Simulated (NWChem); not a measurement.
## Lowest excitation of H4SSi

SMILES: [SiH3]S
```xyz
6

Si     0.9643     0.3744     0.0000
S     -1.0100    -0.4740     0.0000
H      1.2116     1.2106     1.2123
H      1.8853    -0.7965     0.0000
H      1.2116     1.2106    -1.2123
H     -1.6493     0.7167     0.0000
```
Charge 0, spin multiplicity 1.

The numbers come from NWChem runs, not from measurements. The geometry was optimised at PBE0/def2-SVP, a minimum by its harmonic frequencies.

Basis set: def2-SVPD.

The correlated methods keep 10 core orbitals frozen. B3LYP has NWChem's definition, with VWN1-RPA local correlation. The structure started from a generated list of species. No row is a measurement; the coupled-cluster row has its own basis-set and correlation limits.

### Question
Order these methods by the lowest vertical singlet excitation energy they give, lowest first: CIS, TDA-LDA (SVWN5), TD-PBE, EOM-CCSD, TD-B3LYP.

### Answer
TDA-LDA (SVWN5) (5.38 eV), TD-PBE (5.47 eV), TD-B3LYP (5.76 eV), EOM-CCSD (6.14 eV), CIS (6.57 eV)
